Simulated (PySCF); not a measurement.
From one molecule to another.

First species: C₅H₆F₂O₂.
SMILES: `CC(C)(C(=O)F)C(=O)F`

Second species: C₄H₇FO₂.
InChI=1S/C4H7FO2/c1-7-3-2-4(5)6/h2-3H2,1H3

Levels: wB97X-D/def2-SVPD for dipole moment, HOMO energy, LUMO energy, HOMO–LUMO gap, static isotropic polarisability and electronic spatial extent ⟨r²⟩ about the centre of nuclear charge; TDDFT wB97X-D/def2-SVPD for lowest singlet excitation; TDA wB97X-D/def2-SVPD for lowest triplet excitation (Tamm–Dancoff); GFN2-xTB for rotational constant A and rotational constant C. Geometries: GFN2-xTB. All species are isolated and taken at one optimised geometry, non-relativistic unless stated; the electronic structure was computed with PySCF and density fitting.

Dipoles, sizes and rotational constants follow the conformer. The torsions of the flexible species, by atom-mapped SMILES:
- `[CH3:1][C:2]([CH3:3])([C:4](=[O:5])[F:6])[C:7](=[O:8])[F:9]`: C1–C2–C4–O5 8°, C1–C2–C7–O8 -113°
- `[CH3:1][O:2][CH2:3][CH2:4][C:5](=[O:6])[F:7]`: C1–O2–C3–C4 -173°, O2–C3–C4–C5 76°, C3–C4–C5–O6 15°

```csv
property,column X,column Y
dipole moment,3.58 D,3.06 D
HOMO energy,-9.79 eV,-11.28 eV
LUMO energy,1.37 eV,0.41 eV
HOMO–LUMO gap,11.16 eV,11.69 eV
lowest singlet excitation,6.20 eV,5.93 eV
lowest triplet excitation (Tamm–Dancoff),5.65 eV,5.37 eV
static isotropic polarisability,57.2 au,64.4 au
electronic spatial extent ⟨r²⟩ about the centre of nuclear charge,946 bohr²,1041 bohr²
rotational constant A,6.136 GHz,2.098 GHz
rotational constant C,1.237 GHz,1.354 GHz
```

Q: Which column belongs to which species?

A: Column X is the second species and column Y the first. The first has 15 atoms and 70 electrons, the second 14 and 56.

Q: How does each property change from the first species to the second?

A: dipole moment +0.52 D; HOMO energy +1.49 eV; LUMO energy +0.96 eV; HOMO–LUMO gap -0.53 eV; lowest singlet excitation +0.27 eV; lowest triplet excitation (Tamm–Dancoff) +0.28 eV; static isotropic polarisability -7.2 au; electronic spatial extent ⟨r²⟩ about the centre of nuclear charge -95 bohr²; rotational constant A +4.038 GHz; rotational constant C -0.117 GHz.

On the first: S1 lies 5.76 eV below the HOMO–LUMO gap; its leading configuration is HOMO→LUMO, weight 0.73. Point group C2 permits a dipole; with 3.06 D the species has a pure rotational spectrum.

On the second: The principal polarisabilities are 49.7, 56.7 and 65.2 au; their mean is the isotropic value. A dipole of 3.58 D is allowed in C1, and pure rotational transitions are dipole-allowed.
